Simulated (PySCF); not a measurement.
CsF, charge +1, doublet, geometry from GFN2-xTB (such geometries of metal compounds can be far from the true shape) (a state made from the parent by changing its charge; the spin is typed, not shown lowest) (core potentials on Cs); PBE/def2-SV(P) in PySCF.

Here is a job for PySCF.
```python
from pyscf import gto, scf, dft

mol = gto.Mole()
mol.atom = '''
    Cs   -0.00000000   -0.00000000   -0.51352531
    F     0.00000000    0.00000000    3.13821024
'''
mol.basis = 'def2-sv(p)'
mol.ecp = {'Cs': 'def2-sv(p)'}
mol.charge = 1
mol.spin = 1
mol.verbose = 4
mol.build()

mf = dft.UKS(mol)
mf.xc = 'pbe'
mf.kernel()
mf.analyze()
```

The log (banner, timings and long lists left out):

```
PySCF version 2.14.0

[INPUT] verbose = 4
[INPUT] num. atoms = 2
[INPUT] num. electrons = 17
[INPUT] charge = 1
[INPUT] spin (= nelec alpha-beta = 2S) = 1
[INPUT] symmetry False subgroup None
[INPUT] Mole.unit = angstrom
[INPUT] Symbol           X                Y                Z      unit          X                Y                Z       unit  Magmom
[INPUT]  1 Cs     0.000000000000   0.000000000000  -0.513525310000 AA    0.000000000000   0.000000000000  -0.970422193932 Bohr   0.0
[INPUT]  2 F      0.000000000000   0.000000000000   3.138210240000 AA    0.000000000000   0.000000000000   5.930357874906 Bohr   0.0

nuclear repulsion = 11.7378034355527
number of shells = 16
number of NR pGTOs = 59
number of NR cGTOs = 38
basis = def2-sv(p)
ecp = {'Cs': 'def2-sv(p)'}

******** <class 'pyscf.dft.uks.UKS'> ********
method = UKS
initial guess = minao
damping factor = 0
level_shift factor = 0
DIIS = <class 'pyscf.scf.diis.CDIIS'>
diis_start_cycle = 1
diis_space = 8
diis_damp = 0
SCF conv_tol = 1e-09
SCF conv_tol_grad = None
SCF max_cycles = 50
direct_scf = True
direct_scf_tol = 1e-13
number electrons alpha = 9  beta = 8
XC library pyscf.dft.libxc version 7.1.2
    S. Lehtola, C. Steigemann, M. J. T. Oliveira, and M. A. L. Marques,  SoftwareX 7, 1–5 (2018)
XC functionals = pbe
    J. P. Perdew, K. Burke, and M. Ernzerhof,  Phys. Rev. Lett. 77, 3865 (1996)
    J. P. Perdew, K. Burke, and M. Ernzerhof,  Phys. Rev. Lett. 78, 1396 (1997)
    J. P. Perdew, K. Burke, and M. Ernzerhof,  Phys. Rev. Lett. 77, 3865 (1996)
    J. P. Perdew, K. Burke, and M. Ernzerhof,  Phys. Rev. Lett. 78, 1396 (1997)
radial grids:
    Treutler-Ahlrichs [JCP 102, 346 (1995); DOI:10.1063/1.469408] (M4) radial grids

becke partition: Becke, JCP 88, 2547 (1988); DOI:10.1063/1.454033
pruning grids: <function nwchem_prune>
grids dens level: 3
symmetrized grids: False
atomic radii adjust function: <function treutler_atomic_radii_adjust>
small_rho_cutoff = 0
Set gradient conv threshold to 3.16228e-05
tot grids = 37976
init E= -116.406217013077

cycle= 1 E= -119.530323232757  delta_E= -3.12  |g|= 0.152  |ddm|=  1.4
cycle= 2 E= -119.545119058131  delta_E= -0.0148  |g|= 0.0596  |ddm|= 0.549
cycle= 3 E= -119.547359808078  delta_E= -0.00224  |g|= 0.0197  |ddm|= 0.15
cycle= 4 E= -119.547475561866  delta_E= -0.000116  |g|= 0.00573  |ddm|= 0.0162
cycle= 5 E= -119.547488389102  delta_E= -1.28e-05  |g|= 0.000151  |ddm|= 0.00665
cycle= 6 E= -119.54748840716  delta_E= -1.81e-08  |g|= 2.23e-05  |ddm|= 0.000262
cycle= 7 E= -119.547488408173  delta_E= -1.01e-09  |g|= 1.48e-05  |ddm|= 0.000105
cycle= 8 E= -119.547488408771  delta_E= -5.98e-10  |g|= 1.34e-05  |ddm|= 7.21e-05
Extra cycle  E= -119.547488409509  delta_E= -7.38e-10  |g|= 1.34e-05  |ddm|= 9.47e-05
converged SCF energy = -119.547488409509  <S^2> = 0.75098394  2S+1 = 2.0009837
**** SCF Summaries ****
Total Energy =                        -119.547488409509114
Nuclear Repulsion Energy =              11.737803435552722
One-electron Energy =                 -192.562218414137789
Two-electron Energy =                   61.276926569075961
Two-electron Coulomb Energy =           74.584554291381764
DFT Exchange-Correlation Energy =      -13.307627722305803
**** MO energy ****
                             alpha | beta                alpha | beta
MO #1   energy= -24.4978636098596  | -24.4693179928773  occ= 1 | 1
MO #2   energy= -1.23025245551391  | -1.18243691660187  occ= 1 | 1
MO #3   energy= -1.18240473923122  | -1.15730003962172  occ= 1 | 1
MO #4   energy= -0.686043353328726 | -0.686041542757377 occ= 1 | 1
MO #5   energy= -0.685909689928623 | -0.685916413293736 occ= 1 | 1
MO #6   energy= -0.685489897948168 | -0.685480998007143 occ= 1 | 1
MO #7   energy= -0.622439023572635 | -0.506172068332036 occ= 1 | 1
MO #8   energy= -0.53489265315901  | -0.502122664988168 occ= 1 | 1
MO #9   energy= -0.530948531073768 | -0.469117485334245 occ= 1 | 0
MO #10  energy= -0.202975525785906 | -0.20236580971001  occ= 0 | 0
MO #11  energy= -0.133993215199808 | -0.133077317127821 occ= 0 | 0
MO #12  energy= -0.13310459332307  | -0.132682302728097 occ= 0 | 0
MO #13  energy= -0.132614246438074 | -0.132584666623677 occ= 0 | 0
MO #14  energy= -0.132606460936428 | -0.132518630553573 occ= 0 | 0
MO #15  energy= -0.128984770959243 | -0.128214319291263 occ= 0 | 0
MO #16  energy= -0.118269049281829 | -0.116858584668576 occ= 0 | 0
MO #17  energy= -0.11660667336495  | -0.115885223604614 occ= 0 | 0

spin_pop of  0 Cs 5s       -0.00000
spin_pop of  0 Cs 6s       -0.00076
spin_pop of  0 Cs 7s       -0.00008
spin_pop of  0 Cs 8s       -0.00006
spin_pop of  0 Cs 9s       -0.00003
spin_pop of  0 Cs 5px       0.00000
spin_pop of  0 Cs 5py      -0.00000
spin_pop of  0 Cs 5pz      -0.00058
spin_pop of  0 Cs 6px       0.00006
spin_pop of  0 Cs 6py       0.00000
spin_pop of  0 Cs 6pz      -0.00029
spin_pop of  0 Cs 7px       0.00001
spin_pop of  0 Cs 7py      -0.00002
spin_pop of  0 Cs 7pz       0.00004
spin_pop of  0 Cs 5dxy     -0.00008
spin_pop of  0 Cs 5dyz      0.00007
spin_pop of  0 Cs 5dz^2     0.00000
spin_pop of  0 Cs 5dxz      0.00000
spin_pop of  0 Cs 5dx2-y2   -0.00000
spin_pop of  0 Cs 6dxy     -0.00043
spin_pop of  0 Cs 6dyz      0.00014
spin_pop of  0 Cs 6dz^2     0.00000
spin_pop of  0 Cs 6dxz      0.00000
spin_pop of  0 Cs 6dx2-y2   -0.00013
spin_pop of  1 F 1s       -0.00000
spin_pop of  1 F 2s        0.00063
spin_pop of  1 F 3s       -0.00049
spin_pop of  1 F 2px       0.70689
spin_pop of  1 F 2py       0.29139
spin_pop of  1 F 2pz       0.00171
spin_pop of  1 F 3px       0.00103
spin_pop of  1 F 3py       0.00057
spin_pop of  1 F 3pz       0.00017
spin_pop of  1 F 3dxy      0.00017
spin_pop of  1 F 3dyz      0.00000
spin_pop of  1 F 3dz^2     0.00006
spin_pop of  1 F 3dxz      0.00000
spin_pop of  1 F 3dx2-y2    0.00004
In total             9.00000 | 8.00000

WARN: System has nonzero charge 1; the dipole moment is origin-dependent.
Location of origin: [0. 0. 0.]

Dipole moment(X, Y, Z, Debye):  0.00000,  0.00000, -2.14054
```
